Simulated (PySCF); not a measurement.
A geometry optimisation, step by step.

C₅H₄F₂.
SMILES with atom numbers: `[CH:1]#[C:2]/[C:3]([F:4])=[CH:5]\[CH2:6][F:7]` (hydrogens: H8 on C1; H9 on C5; H10, H11 on C6)

Computed by this run: PBE0-D3(BJ)/def2-SVP geometry optimisation, gas phase (PySCF); density fitting, grid level 1; the optimiser is geomeTRIC in internal coordinates, started from a GFN2-xTB structure with every atom displaced at random (about 0.01 Å). 10 of its 15 geometries are shown. The frame can shift and turn from step to step; on so coarse a grid that alone can change the energy by a few meV, and forces under 0.02 eV/Å are noise.

Step 0: E = -10661.3771 eV, largest atomic force 2.505 eV/Å
```
atom  x, y, z in Å  |  force x, y, z in eV/Å
C1      2.230    1.075   -0.730    0.655   1.141  -0.458
C2      1.483    0.211   -0.364   -0.605  -0.902   0.344
C3      0.676   -0.865    0.089    2.161  -1.259   0.146
F4      1.426   -1.985    0.369   -0.970   1.060  -0.244
C5     -0.629   -0.864    0.242   -1.286   0.678   0.134
C6     -1.491    0.327   -0.049   -0.051  -0.503   0.456
F7     -2.345    0.555    0.994   -0.215  -0.058   0.418
H8      2.836    1.893   -1.068    0.133   0.001  -0.011
H9     -1.125   -1.736    0.642   -0.163  -0.479   0.066
H10    -0.900    1.231   -0.180    0.344   0.296  -0.376
H11    -2.122    0.133   -0.921   -0.001   0.026  -0.476
```

Step 2: E = -10661.4476 eV, largest atomic force 0.439 eV/Å
```
atom  x, y, z in Å  |  force x, y, z in eV/Å
C1      2.266    0.930   -0.781    0.066  -0.039   0.101
C2      1.493    0.049   -0.470   -0.121   0.136  -0.145
C3      0.558   -0.987   -0.175   -0.184  -0.065  -0.285
F4      1.043   -2.210   -0.404    0.000  -0.069   0.281
C5     -0.723   -0.825    0.194    0.405  -0.033   0.167
C6     -1.392    0.498    0.263   -0.096   0.037  -0.087
F7     -2.091    0.661    1.432    0.034  -0.049   0.026
H8      2.971    1.701   -1.034   -0.008   0.014   0.001
H9     -1.304   -1.723    0.419   -0.070   0.013  -0.137
H10    -0.667    1.321    0.153    0.003  -0.022   0.027
H11    -2.111    0.562   -0.576   -0.026   0.076   0.050
```

Step 3: E = -10661.4630 eV, largest atomic force 0.398 eV/Å
```
atom  x, y, z in Å  |  force x, y, z in eV/Å
C1      2.279    0.926   -0.802    0.043  -0.009   0.062
C2      1.497    0.045   -0.515    0.044  -0.247  -0.169
C3      0.568   -0.996   -0.215   -0.111   0.130   0.360
F4      1.039   -2.246   -0.265    0.155   0.234  -0.166
C5     -0.705   -0.802    0.151   -0.231  -0.120   0.019
C6     -1.406    0.505    0.263    0.118   0.075  -0.199
F7     -2.082    0.598    1.452    0.009  -0.073   0.050
H8      2.988    1.701   -1.034   -0.019   0.011  -0.011
H9     -1.294   -1.700    0.357   -0.033  -0.024   0.038
H10    -0.695    1.343    0.185    0.016   0.022  -0.005
H11    -2.144    0.605   -0.555    0.010   0.001   0.021
```

Step 5: E = -10661.4780 eV, largest atomic force 0.054 eV/Å
```
atom  x, y, z in Å  |  force x, y, z in eV/Å
C1      2.277    0.919   -0.796    0.025  -0.009   0.043
C2      1.489    0.044   -0.508   -0.031   0.013  -0.043
C3      0.559   -0.990   -0.190    0.020  -0.002   0.008
F4      1.063   -2.222   -0.285   -0.028   0.024   0.025
C5     -0.722   -0.815    0.160    0.008  -0.031  -0.018
C6     -1.401    0.505    0.254    0.030   0.001  -0.019
F7     -2.079    0.608    1.443   -0.010   0.006   0.018
H8      2.985    1.692   -1.036   -0.009  -0.001  -0.012
H9     -1.317   -1.709    0.368   -0.003   0.003  -0.001
H10    -0.675    1.331    0.176   -0.001   0.003  -0.002
H11    -2.135    0.614   -0.565   -0.002  -0.006   0.003
```

Step 6: E = -10661.4784 eV, largest atomic force 0.042 eV/Å
```
atom  x, y, z in Å  |  force x, y, z in eV/Å
C1      2.274    0.919   -0.791    0.019  -0.006   0.029
C2      1.485    0.043   -0.507   -0.006  -0.026  -0.032
C3      0.557   -0.993   -0.189   -0.020  -0.023   0.021
F4      1.057   -2.227   -0.277    0.025   0.026   0.003
C5     -0.724   -0.817    0.158    0.009   0.026  -0.003
C6     -1.396    0.507    0.249   -0.011  -0.004   0.000
F7     -2.070    0.618    1.441    0.001   0.007  -0.001
H8      2.980    1.694   -1.030   -0.005   0.000  -0.009
H9     -1.321   -1.709    0.370   -0.001   0.003  -0.005
H10    -0.666    1.328    0.166   -0.005  -0.004  -0.002
H11    -2.132    0.616   -0.568   -0.006   0.001   0.000
```

Step 8: E = -10661.4792 eV, largest atomic force 0.026 eV/Å
```
atom  x, y, z in Å  |  force x, y, z in eV/Å
C1      2.292    0.900   -0.779   -0.006   0.001  -0.010
C2      1.488    0.034   -0.507    0.007   0.001   0.016
C3      0.552   -0.993   -0.183   -0.002   0.009  -0.002
F4      1.053   -2.227   -0.252    0.004  -0.013   0.001
C5     -0.730   -0.810    0.153   -0.010   0.004   0.013
C6     -1.402    0.514    0.236   -0.009   0.005   0.024
F7     -2.063    0.637    1.435    0.011   0.003  -0.021
H8      3.003    1.669   -1.022    0.004  -0.003   0.001
H9     -1.329   -1.699    0.373   -0.001  -0.004  -0.006
H10    -0.673    1.336    0.139    0.002   0.001  -0.010
H11    -2.148    0.616   -0.572    0.000  -0.004  -0.005
```

Step 9: E = -10661.4796 eV, largest atomic force 0.047 eV/Å
```
atom  x, y, z in Å  |  force x, y, z in eV/Å
C1      2.306    0.879   -0.763   -0.019   0.006  -0.039
C2      1.490    0.023   -0.498    0.016   0.006   0.043
C3      0.545   -0.996   -0.171    0.001   0.002  -0.027
F4      1.041   -2.233   -0.229   -0.013  -0.007   0.014
C5     -0.739   -0.804    0.154    0.010  -0.008   0.012
C6     -1.403    0.525    0.220   -0.010   0.003   0.019
F7     -2.050    0.674    1.423    0.004   0.007  -0.012
H8      3.024    1.641   -1.009    0.007  -0.006   0.011
H9     -1.342   -1.688    0.380   -0.001  -0.001  -0.010
H10    -0.671    1.340    0.099    0.002   0.003  -0.009
H11    -2.157    0.615   -0.583    0.003  -0.004  -0.004
```

Step 11: E = -10661.4801 eV, largest atomic force 0.088 eV/Å
```
atom  x, y, z in Å  |  force x, y, z in eV/Å
C1      2.351    0.797   -0.714   -0.038   0.007  -0.079
C2      1.496   -0.024   -0.457    0.031   0.003   0.073
C3      0.518   -1.008   -0.125    0.000  -0.012  -0.043
F4      0.987   -2.257   -0.134   -0.026   0.012   0.021
C5     -0.771   -0.778    0.160    0.029  -0.025  -0.007
C6     -1.401    0.569    0.159    0.007  -0.007  -0.030
F7     -2.004    0.818    1.367   -0.020   0.011   0.034
H8      3.097    1.528   -0.968    0.012  -0.007   0.027
H9     -1.397   -1.642    0.399   -0.001   0.011  -0.001
H10    -0.654    1.354   -0.041    0.002   0.005   0.000
H11    -2.178    0.621   -0.625    0.005   0.001   0.004
```

Step 12: E = -10661.4807 eV, largest atomic force 0.055 eV/Å
```
atom  x, y, z in Å  |  force x, y, z in eV/Å
C1      2.356    0.778   -0.714   -0.023   0.001  -0.049
C2      1.498   -0.036   -0.446    0.020   0.001   0.041
C3      0.512   -1.012   -0.114   -0.001  -0.010  -0.018
F4      0.972   -2.264   -0.111   -0.015   0.013   0.011
C5     -0.776   -0.771    0.163    0.017  -0.014  -0.015
C6     -1.398    0.579    0.149    0.015  -0.009  -0.039
F7     -1.998    0.847    1.356   -0.018   0.007   0.033
H8      3.111    1.502   -0.965    0.005  -0.004   0.017
H9     -1.410   -1.631    0.401   -0.002   0.010   0.007
H10    -0.646    1.357   -0.062    0.000   0.002   0.006
H11    -2.176    0.628   -0.634    0.002   0.003   0.007
```

Step 14: E = -10661.4812 eV, largest atomic force under 0.02 eV/Å
```
atom  x, y, z in Å  |  force x, y, z in eV/Å
C1      2.355    0.765   -0.728    0.003  -0.002   0.003
C2      1.500   -0.046   -0.442   -0.002  -0.003  -0.006
C3      0.508   -1.015   -0.108   -0.002   0.000   0.006
F4      0.961   -2.270   -0.095    0.004  -0.001  -0.003
C5     -0.779   -0.766    0.164   -0.004   0.003  -0.004
C6     -1.394    0.587    0.148    0.003   0.000  -0.006
F7     -1.999    0.855    1.352   -0.001  -0.001   0.003
H8      3.114    1.484   -0.976   -0.001   0.000  -0.002
H9     -1.419   -1.620    0.404    0.000   0.001   0.007
H10    -0.637    1.362   -0.057    0.000   0.000   0.003
H11    -2.168    0.641   -0.639    0.000   0.002   0.000
```

Question: Summarise the path.

Answer: The energy falls by 10.05 kJ/mol from step 0 to step 14; nine tenths of that is first reached at step 4. It rises by more than 0.2 meV at step 1. The largest force goes from 2.505 to under 0.02 eV/Å. Among the bonds C3–F4 changes most, from 1.377 to 1.334 Å; the atoms move by 0.080 Å rms after alignment.

Question: Follow the three bonds and two angles with the largest change from start to end.

Answer: 
| step | E above end (kJ/mol) | largest force (eV/Å) | C3–F4 (Å) | C3=C5 (Å) | C6–H10 (Å) | C2–C1–H8 (°) | H10–C6–H11 (°) |
| --- | --- | --- | --- | --- | --- | --- | --- |
| 0 | 10.05 | 2.505 | 1.377 | 1.314 | 1.088 | 175.8 | 111.4 |
| 1 | 13.14 | 1.281 | 1.320 | 1.343 | 1.104 | 178.3 | 108.0 |
| 2 | 3.24 | 0.439 | 1.336 | 1.343 | 1.103 | 178.3 | 107.9 |
| 3 | 1.76 | 0.398 | 1.336 | 1.338 | 1.102 | 178.5 | 108.0 |
| 4 | 0.43 | 0.155 | 1.334 | 1.338 | 1.102 | 178.8 | 108.1 |
| 5 | 0.31 | 0.054 | 1.335 | 1.339 | 1.102 | 179.0 | 108.1 |
| 6 | 0.27 | 0.042 | 1.334 | 1.339 | 1.102 | 179.3 | 108.2 |
| 7 | 0.23 | 0.032 | 1.334 | 1.339 | 1.102 | 179.7 | 108.2 |
| 8 | 0.20 | 0.026 | 1.334 | 1.339 | 1.102 | 179.9 | 108.2 |
| 9 | 0.15 | 0.047 | 1.334 | 1.339 | 1.102 | 179.4 | 108.3 |
| 10 | 0.12 | 0.079 | 1.334 | 1.339 | 1.102 | 178.7 | 108.3 |
| 11 | 0.11 | 0.088 | 1.334 | 1.339 | 1.102 | 178.5 | 108.3 |
| 12 | 0.05 | 0.055 | 1.334 | 1.339 | 1.102 | 179.2 | 108.2 |
| 13 | 0.00 | 0.024 | 1.334 | 1.339 | 1.102 | 179.8 | 108.3 |
| 14 | 0.00 | under 0.02 | 1.334 | 1.339 | 1.102 | 179.7 | 108.3 |

The cost below is that of the whole optimisation. On one thread of an Arm Neoverse V2, on a shared host, this took 68 s wall and 0.56 GiB of memory at its peak.
